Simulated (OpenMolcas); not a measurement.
A calculation on Dy.

* Program: OpenMolcas
* Method: SS-CASPT2, IPEA 0.25 Eh, imaginary shift 0.1 Eh (closed shells correlated: 5s 5p 6s)
* Basis: ANO-RCC-VQZP [9s8p6d4f3g2h]
* Scalar Hamiltonian: DKH2, point nucleus
* Active space: 10 electrons in 7 orbitals (4f)
* State averaging: 2S+1 = 5 even, 35 roots (30 in the spin-orbit step); 2S+1 = 3 even, 210 roots (99 in the spin-orbit step); 2S+1 = 1 even, 196 roots (31 in the spin-orbit step)
* Spin-orbit coupling: RASSI with atomic mean-field integrals over the reference wave functions, term energies averaged over their components

Problem. Which level of the active space comes out lowest?

Solution. 4f¹⁰ 6s² ⁵I₈, with 94 % of that term; it is also the measured ground level.

Problem. How high does 4f¹⁰ 6s² ⁵I₄ lie?

Solution. 11430 cm⁻¹ above the lowest level; measured 10925 cm⁻¹ above the ground level, so the calculation is off by +5 %.

Problem. How high does 4f¹⁰ 6s² ⁵F₅ lie?

Solution. 14840 cm⁻¹ above the lowest level.

Problem. How high does 4f¹⁰ 6s² ⁵I₇ lie?

Solution. 4320 cm⁻¹ above the lowest level; measured 4134 cm⁻¹ above the ground level, so the calculation is off by +4 %.

Problem. The level at 19480 cm⁻¹ has J = 2. What is it made of, and what is its g factor?

Solution. 63 % 4f¹⁰ 6s² ⁵F₂, 16 % 4f¹⁰ 6s² ³D, 14 % 4f¹⁰ 6s² ⁵S; g = 1.153, against 1.000 from Landé's formula for the pure leading term.

Measured values: NIST Handbook of Basic Atomic Spectroscopic Data.

Term energies are means over components that CASPT2 splits; among the terms shown or strongly mixed into the levels shown the widest spread is 640 cm-1 (4f¹⁰ 6s² ⁵I). High states are left out of the spin-orbit mixing, which shifts the levels that they would mix with. With the s shell closed, the reference lacks s² → p² mixing. Computed and measured levels are paired by configuration, term and J; levels that our copy of the source lacks, or whose pairing is in doubt (as where it misses far off the trend of its configuration), stay unpaired and out of the deviations. Levels of configurations outside the active space are missing.
